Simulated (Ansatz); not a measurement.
GaO₂H. Total charge 0; singlet. Geometry B3LYP-D4/def2-TZVP.

```
atom    x (Å)    y (Å)    z (Å)
 Ga1   1.6199   0.8193  -0.8221
  O2  -0.6572  -0.5420  -0.1802
  O3   0.2951   0.3888   0.4371
  H4  -1.2578  -0.6660   0.5652
```

The structure holds 1 bond(s) between oxygen atoms. Another isomer (singlet) lies 1.78 eV lower at PBE0-D4/def2-TZVP; other spin states weren't run for this one.

Question: Estimate the orbital energies around the gap (eV) in Ansatz with LDA (SPW92)/def2-TZVP, PBE-D4/def2-TZVP, r2SCAN-D4/def2-TZVP, B97M-V/def2-TZVP, PBE0-D4/def2-TZVP.

Answer: 
```
orbital  LDA (SPW92)/def2-TZVP  PBE-D4/def2-TZVP  r2SCAN-D4/def2-TZVP  B97M-V/def2-TZVP  PBE0-D4/def2-TZVP
 HOMO−5                 -12.40            -12.18               -12.61            -12.61             -13.88
 HOMO−4                 -11.33            -11.06               -11.45            -11.36             -12.65
 HOMO−3                  -9.14             -8.89                -9.37             -9.39             -10.80
 HOMO−2                  -8.27             -8.05                -8.37             -8.29              -9.46
 HOMO−1                  -6.13             -5.92                -6.22             -6.12              -7.12
   HOMO                  -5.42             -5.22                -5.57             -5.61              -6.87
   LUMO                  -2.66             -2.41                -2.24             -2.29              -1.60
 LUMO+1                  -2.04             -1.84                -1.72             -1.77              -1.16
 LUMO+2                  -0.78             -0.48                -0.11             -0.03               0.72
 LUMO+3                   0.19              0.35                 1.02              0.68               1.35
 LUMO+4                   1.34              1.50                 2.34              1.99               2.68
 LUMO+5                   4.27              4.47                 5.43              4.67               5.29
```
